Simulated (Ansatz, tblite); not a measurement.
Adding an electron: Cu₅⁺. Total charge 1; singlet. Geometry: PBE-D4/def2-SVP. Ansatz, gas phase; energy differences of separate SCF runs; the reduced species was run as a doublet alone.

| atom | x (Å) | y (Å) | z (Å) |
| --- | --- | --- | --- |
| Cu1 | -0.139 | 0.223 | -2.351 |
| Cu2 | -1.391 | -0.088 | 1.911 |
| Cu3 | 1.131 | -1.453 | -1.483 |
| Cu4 | 0.000 | 0.000 | 0.000 |
| Cu5 | 0.399 | 1.317 | 1.923 |

The xTB rows come from tblite. HOMO above LUMO, or a gap near zero within one spin, warns that the state may not be the lowest or that an electron is smeared out. The structure comes from a short search, and lower isomers may exist.

| level | −HOMO (eV) | −LUMO (eV) | vertical EA (eV) | HOMO–LUMO gap (eV) | remarks |
| --- | --- | --- | --- | --- | --- |
| GFN1-xTB | 15.72 | 14.42 | 12.15 | 1.30 | – |
| PBE-D4/def2-TZVP | 9.56 | 7.48 | 5.49 | 2.09 | gap within one spin near zero (doublet) |
| PBE0-D4/def2-TZVP | 10.33 | 6.42 | 5.05 | 3.91 | – |

(1) Estimate the rows for GFN2-xTB, r2SCAN-D4/def2-TZVP.

## Answers

(1) 
```json
{"level": "GFN2-xTB", "−HOMO (eV)": "14.09", "−LUMO (eV)": "7.81", "vertical EA (eV)": "6.10", "HOMO–LUMO gap (eV)": "6.28", "remarks": "–"}
{"level": "r2SCAN-D4/def2-TZVP", "−HOMO (eV)": "9.54", "−LUMO (eV)": "7.16", "vertical EA (eV)": "5.33", "HOMO–LUMO gap (eV)": "2.38", "remarks": "gap within one spin near zero (doublet)"}
```

  Raw xTB energy differences between charge states are shifted by several eV; the methods need an empirical correction for them.
